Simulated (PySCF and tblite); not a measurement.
Results of a calculation; reference values are marked as such.
C6H9F3O, numbered as in [F:1][C:2]([F:3])([F:4])[CH:5]1[CH2:6][CH2:7][O:8][CH2:9][CH2:10]1.

Search: ETKDG and KDG, MMFF94s, GFN2-xTB, 90 starts; geometries at PBE0-D3(BJ)/def2-SVP. Energies: PBE0-D3(BJ)/def2-SVPD, with GFN2-xTB thermal terms (modes under about 100 cm⁻¹ blended into free rotors). Symmetry numbers and mirror images are counted. Conformers within 4 kcal/mol (GFN2-xTB free energy) were kept, 5 at most. Of two unlike H on one atom, a is the less shielded (PBE0/pcSseg-1). Run with PySCF (density fitting) and tblite.

An NOE distance is ⟨r⁻⁶⟩^(−1/6) over all pairs of like atoms and, for the average, over conformers.

The 6-ring runs over atoms 5–6–7–8–9–10. Of a mirror pair one member is shown.

```
conformer                                                        shape  weight %
        1                   6-ring chair (all substituents equatorial)      98.9
        2                                      6-ring chair (C2 axial)       1.0
        3  6-ring twist-boat (ring torsions 30, -71, 39, 26, -62, 33°)       0.0
```

Problem. Which H–H contacts under 3.5 Å would NOEs report (pairs on one atom left out) at 298.15 K?

Solution. 
```csv
pair,in 1 (Å),in 2 (Å),in 3 (Å),average (Å)
H5 ··· H6b/H10b,2.47,2.36,2.43,2.46
H5 ··· H7b/H9b,2.62,4.28,3.07,2.63
H6b/H10b ··· H7b/H9b,2.75,2.71,2.65,2.75
H6a/H10a ··· H7a/H9a,2.75,2.77,2.53,2.75
H6b/H10b ··· H7a/H9a,2.83,3.34,3.14,2.83
H5 ··· H6a/H10a,3.06,2.58,3.05,3.05
H6a/H10a ··· H7b/H9b,3.34,2.84,3.15,3.33
```

Longer pairs under the limit may be missing.

Problem. In a model where alignment follows shape alone (order matrix 0.002 × (3G/tr G − 1)/2, G the second moments of the atom positions; splitting J + 2D), what are the one-bond C–H dipolar couplings D?

Solution. H5 14.1 Hz (14.2 in conformer 1), H6b/H10b 0.3 Hz (0.2 in conformer 1), H6a/H10a 13.4 Hz (13.5 in conformer 1), H7a/H9a -0.8 Hz (-0.9 in conformer 1), H7b/H9b 12.9 Hz (13.1 in conformer 1).
